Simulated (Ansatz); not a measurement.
Input file for Ansatz (an electronic-structure program): U-wB97X-V/cc-pV(T+d)Z on H2Si2 (SMILES [Si]=[SiH2]), a point of a bond scan (R = 2.596 Å). Files ending in .json are basis or fitting sets from the Basis Set Exchange.

Ansatz 0.2 input:
```yaml
crystal:
  periodic: [false, false, false]
  atoms:
    - {symbol: Si, position_ang: [-0.95263844, 0.06887490, 0.17721402]}
    - {symbol: Si, position_ang: [1.20465812, -0.08709570, -0.22409583]}
    - {symbol: H, position_ang: [-2.41844768, 2.08491930, -0.54783504]}
    - {symbol: H, position_ang: [-1.73803188, -0.96580912, 0.89344517]}
basis:
  gaussian:
    orbitals: cc-pV_T+d_Z.json
hamiltonian:
  xc: {name: wB97X-V}
magnetization: {spin_polarized: true, initial_magnetization: 0}
```

It printed:

```
Functional definition: wB97X-V
[...]
integrals: 0.04 GiB planned
754 factors; their error is unknown
integrals: 0.08 GiB planned
146 factors; integrals over basis functions are off by at most 1.1e-4 eV
mean field: 0.52 GiB planned
mean field evaluation 1: about -15778.5621 eV, gradient 6.7e0 eV
mean field evaluation 2: about -15778.9686 eV, gradient 5.0e0 eV
mean field evaluation 4: about -15779.2031 eV, gradient 4.4e-1 eV
mean field evaluation 8: about -15779.2836 eV, gradient 1.1e-1 eV
mean field evaluation 16: about -15779.2837 eV, gradient 4.2e-4 eV
mean field evaluation 32: about -15779.4497 eV, gradient 4.2e-3 eV
mean field evaluation 64: about -15779.3730 eV, gradient 1.3e-1 eV
mean field evaluation 96: about -15779.2101 eV, gradient 3.1e-2 eV
mean field -15779.44975931 eV, -579.8840829596 hartree, gradient 6.7e-6 eV, S^2 0.595129; 11 other end points of the search recorded, 0 dependent functions left out
reference -15779.44975819 eV, -579.8840829183 hartree; 15, 15 occupied and 91, 91 virtual orbitals, 754 factors
Total energy: -15779.44975819 eV, -579.8840829183 hartree
```

Self-consistency was reached. Its determinant has ⟨S²⟩ = 0.60, a mixture of spin states.

Cost: about 50 core-seconds (a rough figure).
